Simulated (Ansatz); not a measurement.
`CC(C)[NH][AlH][Cl]` + CH₃SH → `C[S][AlH][Cl]` + `CC(C)N`  (ligand exchange at the Al–N bond)

Isolated molecules relaxed with PBE0-D4/def2-TZVP in Ansatz; ΔE leaves out vibrations. CCSD(T)/CBS is the MP2 limit (def2-TZVPP, def2-QZVPP) plus CCSD(T) − MP2 in def2-TZVPP, frozen cores. This one scheme is used for every species. DFT in def2-TZVPP. One conformer a species, not always the lowest.

```
             level  ΔE (kJ/mol)  difference from CCSD(T)/CBS
         r2SCAN-D4        -14.5                         -1.4
           PBE0-D4        -17.9                         -4.8
           ωB97X-V        -11.1                          2.0
           ωB97M-V        -11.4                          1.7
            B2PLYP         -9.9                          3.2
               PBE        -18.6                         -5.5
            r2SCAN        -15.3                         -2.2
SCS-MP2/def2-TZVPP         -7.6                          5.5
     HF/def2-QZVPP         -9.3                          3.8
      HF/CBS(def2)         -9.2                          3.9
       CCSD(T)/CBS        -13.1                            0
```

Largest T1 diagnostic among the species: 0.010.
